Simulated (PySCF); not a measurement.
One of the candidates below gave these computed data.

All candidates are C4H5FOS.

| technique | computed result |
| --- | --- |
| UV, strongest line | among the 8 lowest singlet transitions: S7 at 6.75 eV (184 nm, f = 0.032) [TDDFT B3LYP/def2-SVPD] |
| Dipole | 2.48 D [B3LYP/def2-SVPD] |
| NMR, other nuclei | isotropic shieldings of nuclei other than C and H, by class: -340 (1 O), 388 (1 F), 609 (1 S) ppm [GIAO PBE0/pcSseg-1] |
| 1H NMR | chemical shifts (computed TMS as zero) by class: 5.12 (1 H), 3.49 (1 H), 3.26 (1 H), 3.15 (1 H), 3.06 (1 H) ppm [GIAO PBE0/pcSseg-1] |
| Triplet | lowest triplet excitation (Tamm–Dancoff): 3.59 eV [TDA B3LYP/def2-SVPD] |
| 13C NMR | chemical shifts (computed TMS as zero) by class: 211.2 (1 C), 95.2 (1 C), 37.2 (1 C), 34.9 (1 C) ppm [GIAO PBE0/pcSseg-1] |
| Rotational structure | rotational constants A, B, C: 3.460, 2.004, 1.328 GHz [GFN2-xTB] |
| UV, first state | lowest singlet excitation: 4.02 eV (309 nm, f = 0.001) [TDDFT B3LYP/def2-SVPD] |
| Polarisability | 68.0 au [B3LYP/def2-SVPD] |

Electronic properties: PySCF, gas phase, density fitting. Levels stand in brackets. Isolated species at its GFN2-xTB geometry (one conformer only). Each NMR value is the plain mean over a class of atoms that symmetry, rotation or inversion makes alike.

Problem. Which candidate is it?
A. `F[C@@H]1COC(=S)C1`
B. `O=C1CSC[C@@H]1F`
C. `C=C(F)SCC=O`

Solution. B. It is `O=C1CSC[C@@H]1F`. Numbering: `[O:1]=[C:2]1[CH2:3][S:4][CH2:5][C@@H:6]1[F:7]`. Its formula, C4H5FOS, gives 2 degrees of unsaturation: 1 ring and 1 π bond in the structure found. 4 carbons fall into 4 classes; from least to most shielded: ketone carbonyl carbon [C2] (211.2 ppm), sp3 C–F carbon [C6] (95.2 ppm), ring sp3 carbon bound to sulfur [C3] (37.2 ppm), ring sp3 carbon bound to sulfur [C5] (34.9 ppm). Hydrogen classes from least to most shielded: 1 H on an sp3 C–F carbon, C6 (5.12 ppm), 1 H on an sp3 carbon bound to sulfur, C3 (3.49 ppm), 1 H on an sp3 carbon bound to sulfur, C5 (3.26 ppm), 1 H on an sp3 carbon bound to sulfur, C5 (3.15 ppm), 1 H on an sp3 carbon bound to sulfur, C3 (3.06 ppm). The other shieldings belong to: -340 ppm, ketone oxygen [O1]; 388 ppm, alkyl fluorine [F7]; 609 ppm, sulfide sulfur [S4]. The optimised geometry has point group C1 and is an asymmetric top.

The others, at the same levels:
- `F[C@@H]1COC(=S)C1` fails: its computed 13C shifts are 225.8 (1 C), 94.8 (1 C), 84.6 (1 C), 54.1 (1 C) ppm, 1H shifts are 5.46 (1 H), 5.05 (1 H), 4.88 (1 H), 3.61 (1 H), 3.46 (1 H) ppm and rotational constant A is 5.176 GHz (against 3.460 GHz).
- `C=C(F)SCC=O` fails: its computed 13C shifts are 197.9 (1 C), 173.2 (1 C), 93.5 (1 C), 46.6 (1 C) ppm, 1H shifts are 9.53 (1 H), 5.08 (1 H), 4.54 (1 H), 3.17 (2 H) ppm and rotational constant A is 3.908 GHz (against 3.460 GHz).

Each candidate is one conformer, not necessarily the lowest. Dipoles, sizes and rotational constants follow the conformer. The torsions of the flexible species, by atom-mapped SMILES:
- `[CH2:1]=[C:2]([F:3])[S:4][CH2:5][CH:6]=[O:7]`: C1–C2–S4–C5 -7°, C2–S4–C5–C6 76°, S4–C5–C6–O7 -124°

The conformers of `O=C1CSC[C@@H]1F` and `F[C@@H]1COC(=S)C1` aren't listed.
